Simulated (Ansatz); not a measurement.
C₃H₆AlBr, SMILES `C=[C](Br)[AlH][CH3]` at its PBE0-D4/def2-TZVP geometry, where that method's forces vanish. Charge 0, multiplicity 1.

```json
{"atom": "C1", "x (Å)": "0.058", "y (Å)": "-0.075", "z (Å)": "-1.932"}
{"atom": "C2", "x (Å)": "-0.750", "y (Å)": "0.558", "z (Å)": "-1.087"}
{"atom": "Br3", "x (Å)": "-2.157", "y (Å)": "1.634", "z (Å)": "-1.816"}
{"atom": "Al4", "x (Å)": "-0.606", "y (Å)": "0.467", "z (Å)": "0.862"}
{"atom": "C5", "x (Å)": "0.844", "y (Å)": "-0.612", "z (Å)": "1.589"}
{"atom": "H6", "x (Å)": "0.862", "y (Å)": "-0.690", "z (Å)": "-1.535"}
{"atom": "H7", "x (Å)": "-0.031", "y (Å)": "-0.021", "z (Å)": "-3.013"}
{"atom": "H8", "x (Å)": "-1.658", "y (Å)": "1.256", "z (Å)": "1.743"}
{"atom": "H9", "x (Å)": "0.875", "y (Å)": "-0.584", "z (Å)": "2.681"}
{"atom": "H10", "x (Å)": "0.745", "y (Å)": "-1.660", "z (Å)": "1.288"}
{"atom": "H11", "x (Å)": "1.817", "y (Å)": "-0.272", "z (Å)": "1.219"}
```

For each bond, give half the difference of the two atoms' forces along it (eV/Å; positive pushes the atoms apart) under PBE-D4, r2SCAN-D4, B3LYP-D4, ωB97M-V in def2-TZVPP. (Best estimate.)

Computed: 
| bond | length (Å) | PBE-D4 | r2SCAN-D4 | B3LYP-D4 | ωB97M-V |
| --- | --- | --- | --- | --- | --- |
| C1–C2 | 1.330 | 0.38 | 0.16 | 0.02 | -0.06 |
| C1–H6 | 1.087 | 0.01 | -0.05 | -0.09 | -0.05 |
| C1–H7 | 1.086 | 0.01 | -0.08 | -0.07 | -0.03 |
| C2–Br3 | 1.915 | 0.15 | 0.23 | 0.37 | 0.12 |
| C2–Al4 | 1.956 | -0.15 | -0.12 | -0.07 | 0.03 |
| Al4–C5 | 1.949 | -0.01 | -0.02 | 0.09 | 0.03 |
| Al4–H8 | 1.583 | 0.03 | -0.04 | -0.12 | -0.14 |
| C5–H9 | 1.093 | 0.11 | -0.01 | -0.05 | -0.05 |
| C5–H10 | 1.095 | 0.12 | 0.00 | -0.04 | -0.04 |
| C5–H11 | 1.095 | 0.12 | 0.00 | -0.04 | -0.04 |

B3LYP here is the variant with VWN-RPA as its local correlation; programs differ in this.
